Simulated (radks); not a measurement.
The germanium anion Ge4-, [Kr], held by a Watson sphere: a shell of charge +4 at radius R that stands for the Madelung well of a crystal (potential energy -4/R inside, -4/r outside, in hartree with lengths in bohr). Calculated with a radial shooting solver on a logarithmic mesh with Libxc functionals: scalar-relativistic Kohn-Sham, PBE, spin-polarised, spherical densities, finite nucleus; Fermi nuclear charge, rms radius of each element as measured or else 0.836 A^(1/3) + 0.57 fm. Response by self-consistent Sternheimer equations with the Hartree and adiabatic LDA kernel, the relativistic mass of each level held fixed and spin-orbit coupling left out. The sphere does not respond.

| R (bohr) | e(3d) (eV) | e(4s) (eV) | e(4p) (eV) | <r> 4p (bohr) | sum of <r^2> (bohr^2) | X-ray form factor at sin(theta)/lambda = 0.1 1/angstrom | alpha (bohr^3) |
|---|---|---|---|---|---|---|---|
| 2.36 | -28.780 | -15.049 | -7.253 | 2.614 | 69.05 | 31.878 | 43.17 |
| 2.8 | -27.475 | -13.380 | -6.399 | 2.857 | 79.45 | 31.457 | 60.92 |
| 3.24 | -26.878 | -12.080 | -5.621 | 3.105 | 90.86 | 31.057 | 86.03 |
| 3.43 | -26.731 | -11.619 | -5.317 | 3.213 | 96.07 | 30.895 | 99.68 |
| 3.46 | -26.712 | -11.551 | -5.271 | 3.230 | 96.91 | 30.870 | 102.0 |
| 3.55 | -26.660 | -11.355 | -5.135 | 3.282 | 99.46 | 30.796 | 109.3 |
| 4.3 | -26.424 | -10.133 | -4.184 | 3.720 | 122.4 | 30.250 | 190.7 |
| 4.52 | -26.395 | -9.891 | -3.961 | 3.851 | 129.7 | 30.114 | 222.5 |
| 5.11 | -26.367 | -9.434 | -3.465 | 4.206 | 150.9 | 29.807 | 328.7 |
